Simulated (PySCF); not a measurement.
# Mayer bond orders and bond lengths

Compound: C3H7N3OSi.
SMILES with atom numbers: `[CH3:1][O:2][c:3]1[cH:4][n:5][n:6]([SiH3:7])[n:8]1` (hydrogens: H9, H10, H11 on C1; H12 on C4; H13, H14, H15 on Si7)

Geometry (PBE0-D3(BJ)/def2-SVP, Å), atoms numbered from 1 in this order:
```
atom  x, y, z in Å
C1    -2.321   -1.116   -0.655
O2    -1.917    0.194   -0.319
C3    -0.608    0.392   -0.216
C4     0.035    1.613    0.103
N5     1.337    1.392    0.105
N6     1.466    0.108   -0.198
Si7    3.031   -0.744   -0.317
N8     0.311   -0.537   -0.400
H9    -1.987   -1.841    0.105
H10   -1.905   -1.422   -1.628
H11   -3.416   -1.102   -0.703
H12   -0.394    2.588    0.318
H13    4.071    0.283   -0.061
H14    3.062   -1.827    0.703
H15    3.150   -1.325   -1.681
```

Bond orders from the PBE0/pcSseg-1 density (PySCF). One conformer (not necessarily the lowest) at the PBE0-D3(BJ)/def2-SVP geometry, without solvent, vibrations or thermal averaging.

(1) Where do the orders between heavy atoms depart from those drawn in the SMILES?

(2) Set the Mayer orders of the bonds between heavy atoms beside their lengths.

## Answers

(1) The largest departure is 0.370, at N6–N8 (drawn aromatic, 1.130), counting aromatic bonds as 1.5. Drawn single, order below 0.88: N6–Si7 (0.759). The bonds drawn aromatic range from 1.13 to 1.54.

(2) 
```csv
bond,drawn as,length (Å),Mayer order
C1–O2,single,1.411,0.894
O2–C3,single,1.327,1.046
C3–C4,aromatic,1.417,1.236
C4–N5,aromatic,1.321,1.538
N5–N6,aromatic,1.325,1.201
N6–Si7,single,1.786,0.759
N6–N8,aromatic,1.338,1.130
N8–C3,aromatic,1.320,1.477
```

Bonds between the same two heavy elements. C–O: lowest C1–O2 (0.894, 1.411 Å), highest O2–C3 (1.046, 1.327 Å). C–N: lowest N8–C3 (1.477, 1.320 Å), highest C4–N5 (1.538, 1.321 Å). N–N: lowest N6–N8 (1.130, 1.338 Å), highest N5–N6 (1.201, 1.325 Å).

And the bonds to hydrogen?

C–H: 0.96 to 0.97 (4 bonds); H–Si: 0.93 to 0.95 (3 bonds).

Sum the orders of all bonds at each heavy atom with more than one neighbour and set the sums beside the valence in the SMILES.

C1 3.780 (drawn 4), O2 1.940 (drawn 2), C3 3.759 (drawn 4), C4 3.743 (drawn 4), N5 2.739 (drawn 3), N6 3.090 (drawn 3), Si7 3.573 (drawn 4), N8 2.607 (drawn 3). Orders between atoms that aren't bonded are not in these sums.

The Mayer order sums products of elements of PS (density times overlap matrix) between the two atoms' basis functions, so it depends on the basis set.
